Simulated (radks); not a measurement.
Results of a calculation; reference values are marked as such.
Task: Mean orbital radii <r> (bohr) of neutral calcium, [Ar] 4s2, of relativity; Dirac values are averaged over j with weights 2j + 1. Spin-unpolarised spherical Kohn-Sham, PBE, point nucleus unless stated (finite: rms radius 3.4776 fm), a radial shooting solver on a logarithmic mesh with Libxc functionals. A level marked "c x" has the speed of light scaled by that factor.

| shell | non-rel. |
|---|---|
| 1s | 0.07737 |
| 2s | 0.3668 |
| 2p | 0.3286 |
| 3s | 1.162 |
| 3p | 1.272 |
| 4s | 4.036 |

Give the values at the level "Dirac".

Result: 
shell    Dirac  change of magnitude (%)
1s     0.07684                    -0.69
2s      0.3642                    -0.71
2p      0.3277                    -0.27
3s       1.156                    -0.54
3p       1.271                    -0.09
4s       4.020                    -0.38
